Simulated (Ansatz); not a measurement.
Single points on Li₁₀F₁₀ (relaxed from a model of 2x2x5 LiF rock-salt block, whose bonding it doesn't keep).

```yaml
crystal:
  periodic: [false, false, false]
  atoms:
    - {symbol: Li, position_ang: [-0.845961, -0.847403, -3.604341]}
    - {symbol: F, position_ang: [-1.039074, -1.040431, -1.815613]}
    - {symbol: Li, position_ang: [-0.938051, -0.938448, -0.001954]}
    - {symbol: F, position_ang: [-1.043337, -1.043671, 1.811293]}
    - {symbol: Li, position_ang: [-0.854197, -0.853955, 3.600777]}
    - {symbol: F, position_ang: [-0.956377, 0.963296, -3.674486]}
    - {symbol: Li, position_ang: [-0.958102, 0.961689, -1.831412]}
    - {symbol: F, position_ang: [-1.035301, 1.034421, -0.000238]}
    - {symbol: Li, position_ang: [-0.962513, 0.958153, 1.830917]}
    - {symbol: F, position_ang: [-0.964961, 0.956604, 3.673958]}
    - {symbol: F, position_ang: [0.964886, -0.956671, -3.673958]}
    - {symbol: Li, position_ang: [0.962421, -0.958356, -1.830883]}
    - {symbol: F, position_ang: [1.035254, -1.034340, 0.000259]}
    - {symbol: Li, position_ang: [0.958343, -0.961488, 1.831369]}
    - {symbol: F, position_ang: [0.956397, -0.963330, 3.674381]}
    - {symbol: Li, position_ang: [0.854303, 0.853832, -3.600811]}
    - {symbol: F, position_ang: [1.043187, 1.043778, -1.811275]}
    - {symbol: Li, position_ang: [0.938046, 0.938467, 0.002011]}
    - {symbol: F, position_ang: [1.039082, 1.040432, 1.815612]}
    - {symbol: Li, position_ang: [0.845943, 0.847431, 3.604394]}
basis:
  gaussian: {orbitals: def2-SVP, initial_orbitals: start.molden}
correlation: {method: mp2}
scf: {omitted_lower_state_checks: [starts]}
output: {orbitals: {seedname: orbitals}}
```

The file start.molden holds the orbitals of an earlier run on this structure, at another level or in another basis.

```sh
$ ansatz run in.yaml --threads 4 --pin off --events-out ev --progress --plain --max-ram 6963MiB
```

Shortened log:

```
Functional definition: HF
2550 factors; integrals over basis functions are off by at most 2.2e-4 eV
mean field evaluation 1: about -29099.6392 eV, gradient 3.3e1 eV
mean field evaluation 2: about -29101.3795 eV, gradient 1.7e0 eV
mean field evaluation 4: about -29101.9433 eV, gradient 2.5e0 eV
mean field evaluation 8: about -29101.9544 eV, gradient 4.9e-4 eV
mean field -29101.95436480 eV, -1069.4770968932 hartree, gradient 7.1e-6 eV, S^2 0.000000; 0 other end points of the search recorded, 0 dependent functions left out
10 core orbitals not correlated: weight in the atoms' cores, before any rotation towards them, 1.000 or more for the frozen orbitals, at most 0.000 for the correlated occupied ones
reference -29101.95436480 eV, -1069.4770968932 hartree; 50, 50 occupied and 170, 170 virtual orbitals, 2550 factors
second order -56.52047344 eV of doubles, -0.00000000 eV of singles
Total energy: -29158.47483824 eV, -1071.5541859811 hartree
Checks for a lower state left out: starts
```

It took 6.5 s on 4 threads of Arm Neoverse V2 on a shared host, peak host memory 0.89 GiB.

Geometry: PBE-D4/def2-SVP.

Correlated methods freeze 10 core orbitals; core or outer-core shells of Li are correlated, in sets that lack core-valence functions.
